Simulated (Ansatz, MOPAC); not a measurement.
Complex: HF (SMILES F) (first 2 atoms) with C2H2 (SMILES C#C); geometry from B3LYP-D3(BJ)/def2-TZVP, rigid monomers moved along the line of their centres of mass till H2···C3 is 2.52 Å.
(charge 0, multiplicity 1):
```json
[
 {"atom": "F", "x (Å)": "-0.0325", "y (Å)": "-0.0116", "z (Å)": "0.3487"},
 {"atom": "H", "x (Å)": "-0.0182", "y (Å)": "-0.0044", "z (Å)": "1.2833"},
 {"atom": "C", "x (Å)": "0.2599", "y (Å)": "-0.5340", "z (Å)": "3.7281"},
 {"atom": "C", "x (Å)": "-0.2253", "y (Å)": "0.5616", "z (Å)": "3.7272"},
 {"atom": "H", "x (Å)": "0.6909", "y (Å)": "-1.5066", "z (Å)": "3.7371"},
 {"atom": "H", "x (Å)": "-0.6561", "y (Å)": "1.5344", "z (Å)": "3.7343"}
]
```

Counterpoise-corrected where a basis set is named; no monomer relaxation.

Frozen-core correlation. CBS(a, b) extrapolates the correlation energy as X⁻³ and adds the Hartree–Fock energy of set b. The state that AM1 reach isn't checked.

Programs: Ansatz (Gaussian basis) for Hartree–Fock, density functionals and correlated methods; MOPAC for AM1 (differences of heats of formation). Values without a source in brackets are computed.

### Question
Give the interaction energy at the level AM1.

### Answer
-1.0 kcal/mol

### Question
What interaction energy does CCSD(T)/CBS(aug-cc-pVDZ, aug-cc-pVTZ) give?

### Answer
-4.0 kcal/mol

### Question
Give the interaction energy at the level HF/aug-cc-pVDZ.

### Answer
-3.1 kcal/mol

Ansatz is an electronic-structure program.
